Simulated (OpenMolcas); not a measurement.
# AlBH2OF2: a line through the functionals

The species is AlBH2OF2 (7 atoms), meant as a singlet with charge 0. SMILES: `O[B](F)[AlH][F]`. Geometry: relaxed at PBE0-D4/def2-TZVP. This is one conformer, not always the lowest.

The HOMO–LUMO gap y, in eV, basis 6-31G(d); a is the functional's share of exact exchange. Programs: OpenMolcas 26.06.

| functional | program | a | y (eV) |
| --- | --- | --- | --- |
| revPBE | OpenMolcas | 0 | 3.76 |
| PBE | OpenMolcas | 0 | 3.72 |
| B3LYP | OpenMolcas | 0.2 | ? |
| PBE0 | OpenMolcas | 0.25 | 5.83 |
| BHLYP | OpenMolcas | 0.5 | 7.86 |

**Question.** Fit y = c + s·a to the known rows and predict B3LYP.

**Answer.** 
1. Means of the 4 rows: a = 0.1875, y = 5.293.
2. Σ(Δa)² = 0.17188, Σ(Δa·Δy) = 1.4181, so the slope is 1.4181/0.17188 = 8.2505.
3. Intercept: 5.293 − (8.2505) × 0.1875 = 3.746. The largest residual of the fit is 0.026.
4. B3LYP: 3.746 + (8.2505) × 0.2 = 5.40 eV.

The run gave 5.41 eV, so the prediction is off by -0.01 eV, within the largest residual. Exact exchange lowers occupied levels and raises empty ones.
